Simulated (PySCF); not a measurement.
Spin-rotation constants: `C[C@@H](F)[Se]CF`, C₃H₆F₂Se

Geometry:
```tsv
atom	x (Å)	y (Å)	z (Å)
C1	1.537	-0.320	0.673
C2	0.843	0.236	-0.547
F3	1.713	0.337	-1.592
Se4	-0.669	-0.931	-1.156
C5	-2.061	0.066	-0.189
F6	-1.798	0.083	1.144
H7	0.825	-0.409	1.490
H8	2.347	0.343	0.972
H9	1.951	-1.301	0.448
H10	0.420	1.235	-0.382
H11	-3.016	-0.440	-0.348
H12	-2.091	1.103	-0.539
```

Method: GIAO KT3/pcSseg-1 magnetisability, rotational g tensor and spin-rotation constants, non-relativistic, gas phase (PySCF 2.14.0). Geometry: GFN2-xTB.

The calculation is non-relativistic, which matters for the atoms heavier than Zn.

Question: Give the nuclear spin-rotation constants along the inertial axes (H = +C I·J) beside the isotropic shieldings.

Answer: Rotational constants 3.0399, 1.7033, 1.2710 GHz. A star marks the isotopologue with that one atom substituted, in its own axes.
```csv
atom,isotope,Caa (kHz),Cbb (kHz),Ccc (kHz),mean (kHz),σ (ppm)
F3,19F,2.657,1.375,1.098,1.710,325.1
F6,19F,1.507,1.195,0.715,1.139,370.8
H7,1H,-0.039,-0.123,-0.133,-0.098,30.0
H8,1H,-0.129,-0.075,-0.122,-0.109,29.7
H9,1H,-0.298,-0.139,-0.003,-0.146,29.6
H10,1H,-0.218,-0.120,0.046,-0.098,25.3
H11,1H,0.094,-0.101,-0.113,-0.040,25.6
H12,1H,-0.227,-0.177,0.093,-0.104,25.1
C1,13C*,0.491,0.274,0.221,0.329,153.1
C2,13C*,0.728,0.473,0.412,0.538,76.5
Se4,77Se*,5.005,3.782,2.892,3.893,1255.8
C5,13C*,0.876,0.352,0.356,0.528,90.6
```
For the geometry as given, no vibrational averaging.

Question: How do the rotational constants and the g tensor change when H7, H8, H9, H10, H11, H12 are replaced by deuterium?

Answer: Constants 2.7131, 1.5592, 1.1793 GHz; g -0.0192, -0.0081, -0.0126, against -0.0203, -0.0096, -0.0135 before.
